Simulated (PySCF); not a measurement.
**Tellurium: a sound run and one with changed settings**

Sound run: Te⁺ [Kr] 4d10 5s2 5p3, Te²⁺ [Kr] 4d10 5s2 5p2. Computed with PySCF 2.14 in x2c-SVPall, with the spin-free X2C one-electron Hamiltonian (Gaussian nucleus). In the sound run the correlated levels freeze [Kr] 4d10. The sound run starts from symmetry-adapted Hartree-Fock orbitals and uses a fine grid where one is needed.

Changed run: a valence shell is frozen. This setting is unsound on purpose.

```
species   method  sound run (hartree)  changed run (hartree)  converged
    Te⁺      MP2          -6789.88331            -6789.84946        yes
    Te⁺  CCSD(T)          -6789.89624            -6789.85339        yes
   Te²⁺      MP2          -6789.19498            -6789.16443        yes
   Te²⁺  CCSD(T)          -6789.20899            -6789.16592        yes
```

Ionisation energy of Te⁺:

```csv
method,sound run (eV),changed run (eV)
UHF,18.445,18.445
MP2,18.730,18.641
SCS-MP2,18.630,18.510
CCSD,18.698,18.707
CCSD(T),18.701,18.707
```

Freezing a valence shell removes pair correlation that changes on ionisation.

For comparison, NIST gives 18.6 ± 0.4 eV between the lowest levels.
